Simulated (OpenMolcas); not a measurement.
Ta3+ with 4 ligands (chloride) in tetrahedral coordination (Td). A charge of +0.25 e stands 3.2 Å behind each ligand. Ligand basis ANO-RCC-VDZP.

* Program: OpenMolcas
* Method: CASSCF
* Basis: ANO-RCC-VTZP [8s7p5d3f2g1h]
* Scalar Hamiltonian: DKH2, point nucleus
* Active space: 2 electrons in 5 orbitals (5d)
* State averaging: 2S+1 = 3 even, 10 roots; 2S+1 = 1 even, 15 roots
* Spin-orbit coupling: RASSI with atomic mean-field integrals over the reference wave functions

All ligands move together. At R = 2.35 Å the first state of the same spin is 7707 cm-1, and at R = 2.48 Å it is 6749 cm-1.

Q: A third run gives 8116 cm-1. What distance was it run at?

A: With a power law R^-n the two known points give n = -ln(6749 / 7707) / ln(2.48 / 2.35) = 2.47. Then R = 2.35 × (7707 / 8116)^(1/2.47) = 2.301 Å. The run was at 2.29 Å, so the estimate is off by +0.011 Å.

Without dynamic correlation the repulsion within the d shell is too large (B by tens of per cent), so at a given field states of lower spin stand too high. With metal d orbitals alone the field can be off either way by tens of per cent. Ligand-to-metal charge-transfer states are missing. With no ligand orbital active B as a rule stays too high, so bands that hang on it stand too high and its fall with covalency is understated. The least metal-like active orbital is 69 % on the metal (Löwdin) and no ligand orbital is active, so the numbers are rough (holds for R = 2.29). The least metal-like active orbital is 73 % on the metal (Löwdin) and no ligand orbital is active, so the numbers are rough (holds for R = 2.35). The least metal-like active orbital is 79 % on the metal (Löwdin) and no ligand orbital is active, so the numbers are rough (holds for R = 2.48). No measured value stands beside these numbers; the geometry was imposed, not optimised, and the real ion may take another.
